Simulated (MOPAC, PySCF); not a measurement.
Molecule: methyl-bis(sulfanyl)borane, CH5BS2, net charge 0, singlet state. SMILES: CB(S)S
Geometry: optimised at B3LYP-D3(BJ)/def2-TZVP (Ansatz).

Unscaled harmonic wavenumbers (cm⁻¹) in rising order, each level at the stationary point that it reaches from this structure (no distance between atoms moves by over 0.3 Å); the order of modes can differ between levels, and a negative number is imaginary. B3LYP-D3(BJ)/def2-TZVP (PySCF, at the structure above): 68, 232, 265, 342, 392, 430, 510, 773, 828, 838, 875, 1068, 1123, 1347, 1467, 1468, 2659, 2663, 3024, 3075, 3100.

AM1 (MOPAC): 60, 179, 243, 362, 407, 413, 564, 807, 826, 855, 887, 1097, 1281, 1365, 1377, 1524, 2007, 2025, 3082, 3082, 3164. Zero-point energy 36.6 against 37.9 kcal/mol; where all levels lie over 400 cm⁻¹, the wavenumbers are on average 0.993 times those of B3LYP-D3(BJ)/def2-TZVP.

PM6 (MOPAC): 46, 182, 240, 280, 322, 351, 523, 714, 753, 768, 813, 1019, 1185, 1220, 1234, 1283, 2682, 2684, 2686, 2690, 2772. Zero-point energy 34.9 against 37.9 kcal/mol; where all levels lie over 400 cm⁻¹, the wavenumbers are on average 0.934 times those of B3LYP-D3(BJ)/def2-TZVP.
